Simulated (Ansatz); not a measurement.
A barrier at the coupled-cluster level

Start structure (SiH$_{5}$O$_{2}$F, singlet), relaxed at PBE0-D4/def2-TZVP:

Si1  (-1.042, -0.825, 0.437)
F2  (-1.068, -2.046, -0.584)
H3  (-2.418, -0.692, 0.965)
H4  (-0.020, -1.082, 1.466)
O5  (-0.577, 0.552, -0.323)
H6  (2.593, 1.411, 0.159)
O7  (2.334, 0.874, -0.592)
H8  (-1.170, 0.951, -0.962)
H9  (1.369, 0.857, -0.567)
(Å)

The step: SiH₃OF ([OH][SiH2][F]) + H₂O → SiH₄O₂ ([OH][SiH2][OH]) + HF; bonds formed: Si1–O7, F2–H6; bonds broken: Si1–F2, H6–O7. Program: Ansatz 0.2.0. Basis: def2-TZVPP and def2-QZVPP. Cores are frozen in the correlated methods. Extrapolation: Hartree–Fock as exp(−7.88 √X), correlation as X^−2.97. Energies below are by CCSD(T) at an estimated basis limit (MP2 extrapolated from triple and quadruple zeta, plus CCSD(T) − MP2 in triple zeta).

(1) What are the electronic barrier and the energy of the step, from the start structure to the end structure? (An estimate is asked for; the value comes from the calculation.)

No T1 diagnostic of these runs exceeds 0.012.

## Answers

(1) Computed: Barrier 30.27 kcal/mol; step energy 5.52 kcal/mol (uphill); reverse barrier, their difference, 24.75 kcal/mol. Barrier and step energy count from the start structure, the reverse barrier from the end structure.

The saddle point: One imaginary mode of 571i cm⁻¹.
| pair | start (Å) | saddle (Å) | end (Å) |
| --- | --- | --- | --- |
| Si1–O7 | 3.92 | 1.82 | 1.67 |
| F2–H6 | 5.09 | 1.27 | 0.95 |
| Si1–F2 | 1.59 | 1.96 | 3.18 |
| H6–O7 | 0.96 | 1.10 | 1.69 |

Zero-point energy (harmonic, PBE0-D4): ZPE is 36.46 kcal/mol at the start and 35.99 kcal/mol at the saddle, so the barrier goes from 30.27 to 29.80 kcal/mol.

The step is the kind of ligand exchange by which a precursor binds to a hydroxyl group, or is hydrolysed, in atomic layer deposition of oxides.

Labels in which every atom is bracketed show which atoms are joined, not bond orders.

For scale, one of the runs: CCSD(T)/def2-TZVPP, 205 basis functions, launched by `ansatz run in.yaml --threads 3 --pin off --events-out ev --progress --plain --max-ram 6092MiB`. Time: 51 s of wall clock on 3 CPU threads of an Intel Xeon; the host was shared. Peak host memory: 3 GiB.
